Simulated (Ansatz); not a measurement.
Reaction (redistribution): `[CH3][Sn]([OH])([F])[Cl]` + `[CH3][In]([OH])[Cl]` → `[CH3][Sn]([OH])([Cl])[Cl]` + `[CH3][In]([OH])[F]`

Isolated molecules relaxed with PBE0-D4/def2-TZVP in Ansatz; ΔE leaves out vibrations. CCSD(T)/CBS is the MP2 limit (def2-TZVPP, def2-QZVPP) plus CCSD(T) − MP2 in def2-TZVPP, frozen cores. DFT in def2-TZVPP. Elements past krypton have def2 core potentials. For In, Sn outer-core shells are correlated without core-valence functions, which leaves a few kJ/mol of doubt a bond. One conformer a species, not always the lowest.

`[CH3][Sn]([OH])([F])[Cl]`:

```xyz
9

C     1.489   -0.068   -0.286
Sn   -0.535   -0.139    0.292
O    -1.666    0.880   -0.910
F    -1.194   -1.935    0.237
Cl   -0.975    0.529    2.462
H     2.008    0.672    0.321
H     1.926   -1.054   -0.133
H     1.536    0.206   -1.339
H    -2.589    0.909   -0.643
```

`[CH3][In]([OH])[Cl]`:

```xyz
8

C    -0.395    0.896   -0.955
In    0.204   -0.205    0.768
O     0.657   -2.122    0.950
Cl    0.429    0.792    2.859
H    -1.241    0.401   -1.432
H    -0.676    1.903   -0.653
H     0.435    0.942   -1.661
H     0.589   -2.608    0.124
```

`[CH3][Sn]([OH])([Cl])[Cl]`:

```xyz
9

C    -0.977    0.619    0.987
Sn    0.361   -0.443   -0.250
O     0.978    0.703   -1.692
Cl    2.232   -1.209    0.888
Cl   -0.592   -2.328   -1.208
H    -1.858    0.879    0.402
H    -1.256   -0.013    1.828
H    -0.479    1.520    1.341
H     1.590    0.273   -2.296
```

`[CH3][In]([OH])[F]`:

```xyz
8

C    -1.263    0.001   -0.545
In    0.510    0.021    0.628
O     2.447   -0.044    0.255
F     0.341    0.128    2.570
H    -1.320   -0.932   -1.105
H    -2.118    0.087    0.122
H    -1.251    0.837   -1.244
H     2.655   -0.098   -0.680
```

CCSD(T)/CBS gives +5.4 kcal/mol.

Problem. Another level gave +5.5 kcal/mol. Which?
A. HF/def2-TZVPP
B. PBE0-D4/def2-TZVPP
C. revPBE-D4/def2-TZVPP
D. BHLYP/def2-TZVPP

Solution. B. PBE0-D4 5.5, revPBE-D4 4.5, BHLYP 6.5, HF/def2-TZVPP 7.5 kcal/mol.

Largest T1 diagnostic among the species: 0.016.

Leaving LDA and LC-ωPBE aside and taking each functional with its dispersion term where it has one, the values, not all of them listed here, spread over 1.6 kcal/mol, from revPBE-D4 to B97M-V. From BLYP to BHLYP (50 % exact exchange), in def2-TZVPP and without D4, ΔE moves by +1.3 kcal/mol.
